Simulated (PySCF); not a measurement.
## Bi²⁺ (bismuth, charge +2) across methods

[Xe] 4f14 5d10 6s1 6p1 7s1, high-spin 4P determinant (an excited configuration). Computed with PySCF 2.14 in aug-cc-pwCVTZ-DK3 (11s10p8d5f1g, 125 functions), with scalar relativity by spin-free X2C-1e.

```json
{"method": "r2SCAN", "E (hartree)": "-21531.70", "mean ε 6s α (eV)": "-35.698", "mean ε 6p α (eV)": "-23.571", "mean ε 7s α (eV)": "-12.299", "Σ⟨r²⟩ (bohr²)": "65.38", "⟨S²⟩": "3.753"}
{"method": "UHF", "E (hartree)": "-21525.56404", "mean ε 6s α (eV)": "-40.339", "mean ε 6p α (eV)": "-27.435", "mean ε 7s α (eV)": "-13.651", "Σ⟨r²⟩ (bohr²)": "67.81", "⟨S²⟩": "3.753"}
{"method": "LDA", "E (hartree)": "-21518.75", "mean ε 6s α (eV)": "-35.707", "mean ε 6p α (eV)": "-23.431", "mean ε 7s α (eV)": "-12.438", "Σ⟨r²⟩ (bohr²)": "65.35", "⟨S²⟩": "3.751"}
{"method": "PBE", "E (hartree)": "-21531.81", "mean ε 6s α (eV)": "-35.290", "mean ε 6p α (eV)": "-23.232", "mean ε 7s α (eV)": "-12.378", "Σ⟨r²⟩ (bohr²)": "65.39", "⟨S²⟩": "3.751"}
{"method": "PBE0", "E (hartree)": "-21531.49", "mean ε 6s α (eV)": "-36.763", "mean ε 6p α (eV)": "-24.428", "mean ε 7s α (eV)": "-12.796", "Σ⟨r²⟩ (bohr²)": "65.76", "⟨S²⟩": "3.751"}
```

Spin-orbit coupling, absent here, splits the open shell strongly. The outer electron is Rydberg-like, and this basis confines it to a smaller radius and binds it less than a complete one would.
